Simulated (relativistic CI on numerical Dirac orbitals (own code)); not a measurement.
**In20+: q coefficients and field-shift factors**

Computed by Dirac-Coulomb-Breit CI, orbitals from a KLI potential per configuration, derivatives by finite differences, unscaled Slater integrals, QED left out (own radial code, finite nucleus).

Configuration list (outside the closed core [Ar] 3d10): 4s, 4p, 4d, 4f, 5s, 5p, 5d, 5f. Levels of other configurations are missing.

With x = (α/α₀)² − 1 an excitation energy changes as ω = ω₀ + qx; K = 2q/ω₀ is the relative enhancement. Terms are leading LS components, so labels can repeat. The field-shift factor is F = δν/δ⟨r²⟩ for the transition from the lowest level.

Lowest level 4s ²S1/2.

```csv
Level,ω₀ (cm⁻¹),q (cm⁻¹),K,F (GHz/fm²)
4p ²P°1/2,347821,21660,0.125,-109
4p ²P°3/2,430856,111200,0.516,-111
4d ²D3/2,995303,118900,0.239,-110
4d ²D5/2,1010837,134500,0.266,-109
4f ²F°5/2,1601420,130100,0.163,-107
4f ²F°7/2,1602785,131400,0.164,-107
5s ²S1/2,2032993,71530,0.0704,-59.8
5p ²P°1/2,2191865,80030,0.073,-107
5p ²P°3/2,2228461,119400,0.107,-108
5d ²D3/2,2484504,122700,0.0988,-107
5d ²D5/2,2491673,129900,0.104,-107
5f ²F°5/2,2748537,128500,0.0935,-106
5f ²F°7/2,2749552,129500,0.0942,-106
```

At this charge energies of transitions that change n are usually good to better than 1 %, and those within a shell (Δn = 0) to a few per cent.
